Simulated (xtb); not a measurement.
Input file for xtb: GFN2-xTB on FGeH3Si (SMILES [F][Ge][SiH3]), a point of a torsion scan.

```
$ xtb mol.xyz --gfn 2 --sp --chrg 0 --uhf 0
6

F      2.51748882     0.53548955    -0.23728536
Ge     1.62984463    -0.97519396     0.29559352
Si    -0.60645982     0.01667123     0.04086170
H     -1.24494624    -0.39349999    -1.22438148
H     -0.70215016     1.48052696     0.07992390
H     -1.52871046    -0.46576232     1.08738821
```

It printed:

```
[...]
           -------------------------------------------------
          |                Calculation Setup                |
           -------------------------------------------------



           -------------------------------------------------
          |                 G F N 2 - x T B                 |
           -------------------------------------------------

        Reference                      10.1021/acs.jctc.8b01176
      * Hamiltonian:
        H0-scaling (s, p, d)           1.850000    2.230000    2.230000
        zeta-weighting                 0.500000
      * Dispersion:
        s8                             2.700000
        a1                             0.520000
        a2                             5.000000
        s9                             5.000000
      * Repulsion:
        kExp                           1.500000    1.000000
        rExp                           1.000000
      * Coulomb:
        alpha                          2.000000
        third order                    shell-resolved
        anisotropic                    true
        a3                             3.000000
        a5                             4.000000
        cn-shift                       1.200000
        cn-exp                         4.000000
        max-rad                        5.000000


          ...................................................
          :                      SETUP                      :
          :.................................................:
          :  # basis functions                  27          :
          :  # atomic orbitals                  25          :
          :  # shells                           11          :
          :  # electrons                        18          :
          :  max. iterations                   250          :
          :  Hamiltonian                  GFN2-xTB          :
          :  restarted?                      false          :
          :  GBSA solvation                  false          :
          :  PC potential                    false          :
          :  electronic temp.          300.0000000     K    :
          :  accuracy                    1.0000000          :
          :  -> integral cutoff          0.2500000E+02      :
          :  -> integral neglect         0.1000000E-07      :
          :  -> SCF convergence          0.1000000E-05 Eh   :
          :  -> wf. convergence          0.1000000E-03 e    :
          :  Broyden damping             0.4000000          :
          :  net charge                          0          :
          :  unpaired electrons                  0          :
          ...................................................

 iter      E             dE          RMSdq      gap      omega  full diag
   1     -9.6953619 -0.969536E+01  0.256E+01    0.86       0.0  T
   2     -9.7917410 -0.963791E-01  0.110E+01    2.37       1.0  T
   3     -9.9694100 -0.177669E+00  0.115E+01    1.32       1.0  T
   4     -9.9887707 -0.193607E-01  0.472E+00    1.46       1.0  T
   5    -10.0025283 -0.137576E-01  0.127E+00    1.67       1.0  T
   6    -10.0030019 -0.473646E-03  0.292E-01    1.74       1.0  T
   7    -10.0030460 -0.441138E-04  0.226E-01    1.73       1.0  T
   8    -10.0030451  0.987256E-06  0.119E-01    1.72       1.0  T
   9    -10.0030595 -0.144614E-04  0.231E-02    1.73       1.8  T
  10    -10.0030599 -0.341467E-06  0.740E-03    1.73       5.5  T
  11    -10.0030599 -0.744361E-07  0.646E-04    1.73      63.2  T
  12    -10.0030599 -0.301911E-09  0.256E-04    1.73     159.2  T

   *** convergence criteria satisfied after 12 iterations ***

         #    Occupation            Energy/Eh            Energy/eV
      -------------------------------------------------------------
         1        2.0000           -0.7719931             -21.0070
       ...           ...                  ...                  ...
         3        2.0000           -0.6073152             -16.5259
         4        2.0000           -0.4726526             -12.8615
         5        2.0000           -0.4724724             -12.8566
         6        2.0000           -0.4665936             -12.6967
         7        2.0000           -0.4224878             -11.4965
         8        2.0000           -0.4195804             -11.4174
         9        2.0000           -0.3429976              -9.3334 (HOMO)
        10                         -0.2793618              -7.6018 (LUMO)
        11                         -0.2068410              -5.6284
        12                         -0.1707372              -4.6460
        13                         -0.1665521              -4.5321
        14                         -0.1416016              -3.8532
       ...                                ...                  ...
        25                          0.9946349              27.0654
      -------------------------------------------------------------
                  HL-Gap            0.0636358 Eh            1.7316 eV
             Fermi-level           -0.3111797 Eh           -8.4676 eV

 SCC (total)                   0 d,  0 h,  0 min,  0.005 sec
 SCC setup                      ...        0 min,  0.000 sec (  1.757%)
 Dispersion                     ...        0 min,  0.000 sec (  0.707%)
 classical contributions        ...        0 min,  0.000 sec (  0.319%)
 integral evaluation            ...        0 min,  0.001 sec ( 18.965%)
 iterations                     ...        0 min,  0.002 sec ( 50.211%)
 molecular gradient             ...        0 min,  0.001 sec ( 25.487%)
 printout                       ...        0 min,  0.000 sec (  2.264%)

         :::::::::::::::::::::::::::::::::::::::::::::::::::::
         ::                     SUMMARY                     ::
         :::::::::::::::::::::::::::::::::::::::::::::::::::::
         :: total energy              -9.973997768017 Eh    ::
         :: gradient norm              0.000132000493 Eh/a0 ::
         :: HOMO-LUMO gap              1.731619264674 eV    ::
         ::.................................................::
         :: SCC energy               -10.003059295457 Eh    ::
         :: -> isotropic ES            0.009763513594 Eh    ::
         :: -> anisotropic ES          0.004015438641 Eh    ::
         :: -> anisotropic XC          0.001705238090 Eh    ::
         :: -> dispersion             -0.003296934374 Eh    ::
         :: repulsion energy           0.029061527440 Eh    ::
         :: add. restraining           0.000000000000 Eh    ::
         :: total charge               0.000000000000 e     ::
         :::::::::::::::::::::::::::::::::::::::::::::::::::::

           -------------------------------------------------
          |                Property Printout                |
           -------------------------------------------------

    * Orbital Energies and Occupations

         #    Occupation            Energy/Eh            Energy/eV
      -------------------------------------------------------------
         1        2.0000           -0.7719931             -21.0070
         2        2.0000           -0.7049101             -19.1816
         3        2.0000           -0.6073152             -16.5259
         4        2.0000           -0.4726526             -12.8615
         5        2.0000           -0.4724724             -12.8566
         6        2.0000           -0.4665936             -12.6967
         7        2.0000           -0.4224878             -11.4965
         8        2.0000           -0.4195804             -11.4174
         9        2.0000           -0.3429976              -9.3334 (HOMO)
        10                         -0.2793618              -7.6018 (LUMO)
        11                         -0.2068410              -5.6284
        12                         -0.1707372              -4.6460
Note: The following floating-point exceptions are signalling: IEEE_DENORMAL
normal termination of xtb
        13                         -0.1665521              -4.5321
        14                         -0.1416016              -3.8532
        15                         -0.0836809              -2.2771
        16                         -0.0703184              -1.9135
        17                         -0.0596439              -1.6230
        18                          0.0217885               0.5929
        19                          0.0512143               1.3936
        20                          0.1054450               2.8693
       ...                                ...                  ...
        25                          0.9946349              27.0654
      -------------------------------------------------------------
                  HL-Gap            0.0636358 Eh            1.7316 eV
             Fermi-level           -0.3111797 Eh           -8.4676 eV

     #   Z          covCN         q      C6AA      α(0)
     1   9 F        0.709    -0.334    12.725     4.212
     2  32 Ge       1.598     0.294   250.876    33.159
     3  14 Si       3.636     0.360   101.183    19.293
     4   1 H        0.915    -0.111     5.966     3.820
     5   1 H        0.917    -0.086     5.103     3.533
     6   1 H        0.915    -0.123     6.436     3.968

 Mol. C6AA /au·bohr⁶  :       1311.160140
 Mol. C8AA /au·bohr⁸  :      75444.549364
 Mol. α(0) /au        :         67.985622


Wiberg/Mayer (AO) data.
largest (>0.10) Wiberg bond orders for each atom

 ---------------------------------------------------------------------------
     #   Z sym  total        # sym  WBO       # sym  WBO       # sym  WBO
 ---------------------------------------------------------------------------
     1   9 F    1.165 --     2 Ge   1.158
     2  32 Ge   2.312 --     1 F    1.158     3 Si   0.967
     3  14 Si   3.584 --     2 Ge   0.967     6 H    0.872     5 H    0.870
                             4 H    0.870
     4   1 H    0.988 --     3 Si   0.870
     5   1 H    0.993 --     3 Si   0.870
     6   1 H    0.985 --     3 Si   0.872
 ---------------------------------------------------------------------------

Topologies differ in total number of bonds
Writing topology from bond orders to xtbtopo.mol

molecular dipole:
                 x           y           z       tot (Debye)
 q only:       -0.365      -0.919       0.333
   full:       -0.082      -1.153       0.395       3.105
molecular quadrupole (traceless):
                xx          xy          yy          xz          yz          zz
 q only:       -5.454      -5.212       3.412       1.992      -0.233       2.042
  q+dip:       -6.762      -6.087       4.349       2.364      -0.377       2.413
   full:       -8.211      -5.158       3.131       2.214       0.955       5.080


           -------------------------------------------------
          | TOTAL ENERGY               -9.973997768017 Eh   |
          | GRADIENT NORM               0.000132000493 Eh/α |
          | HOMO-LUMO GAP               1.731619264674 eV   |
           -------------------------------------------------

------------------------------------------------------------------------
------------------------------------------------------------------------
 total:
 SCF:
```

The run finished.

Cost: roughly 0.03 core-seconds.
